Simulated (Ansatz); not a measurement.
Ansatz results at the PBE0-D4/def2-TZVP geometry: HOMO energy (B3LYP/def2-TZVPP) -7.10 eV; HOMO–LUMO gap (PBE/def2-TZVPP) 3.83 eV; LUMO energy (ωB97M-V/def2-TZVPP) 0.88 eV.

Each molecule was computed in one conformer, which needn't be the lowest.

Problem. Which molecule gave them?
A. `NC1(F)O[SiH2]1`
B. `N[SiH2]CF`
C. `BN/C=[N]/[GeH3]`
D. `C1[SiH2]C[SiH2][SiH2]1`

Solution. C. The others give `NC1(F)O[SiH2]1`: -7.25, 4.43, 0.91; `N[SiH2]CF`: -7.26, 5.53, 1.92; `C1[SiH2]C[SiH2][SiH2]1`: -7.50, 5.66, 1.53.

B3LYP here is the variant with VWN-RPA as its local correlation; programs differ in this.
